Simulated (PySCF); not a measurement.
## C₆ coefficients of unlike pairs at PBE

Calculated with PySCF 2.14 from the dipole response of each species, C₆(A,B) = (3/π) ∫ α_A(iu) α_B(iu) du, in atomic units, from isotropic polarisabilities. For ions this is the dispersion term alone; charge-induced terms of lower order in 1/R come first.

```tsv
species	configuration	basis	relativity	α (bohr³)	C₆ (like pair)
S²⁺	[Ne] 3s2 3p2 (3P)	aug-cc-pCVTZ-DK (8s7p5d3f)	spin-free X2C	7.277	26.37
Ir⁺	[Xe] 4f14 5d7 6s1 (5F)	def2-QZVPPD with the def2 core potential (60 electrons) (7s5p4d4f2g)	core potential	24.47	200.2
V⁺	[Ar] 3d4 (5D)	aug-cc-pVQZ-DK (9s8p6d4f3g2h)	spin-free X2C	18.67	71.13
Sc	[Ar] 3d1 4s2 (2D)	aug-cc-pwCVTZ (10s9p7d4f3g)	none	126.6	1553
```

Q: Estimate C₆ for Ir⁺ with S²⁺.

A: The integral gives 71.98. The combination rule 2 C_A C_B / (C_A α_B/α_A + C_B α_A/α_B) gives 71.25 and the geometric mean 72.67.

No spin-orbit coupling is included.

The other pairs:

```
   pair     C₆
Sc, S²⁺  157.4
V⁺, S²⁺  41.68
V⁺, Ir⁺  118.0
Sc, Ir⁺  472.9
 Sc, V⁺  303.7
```
